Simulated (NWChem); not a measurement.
# CdH$_{2}$S; SMILES [SH][CdH]

All runs: NWChem. All runs use the structure optimised with PBE-D3(BJ)/def2-SVP. def2 effective core potentials on Cd; no spin-orbit coupling. Ions are spin-unrestricted doublets at the neutral geometry; other ion states weren't tried.

```csv
level,"vertical ionisation energy, ΔSCF (eV)",−ε(HOMO) (eV),ΔSCF minus −ε(HOMO) (eV)
B3LYP/def2-TZVP,9.38,6.80,2.58
PBE/def2-TZVP,9.35,5.87,3.48
PBE0/def2-TZVP,9.32,7.04,2.28
BHandHLYP/def2-TZVP,9.17,8.06,1.11
```
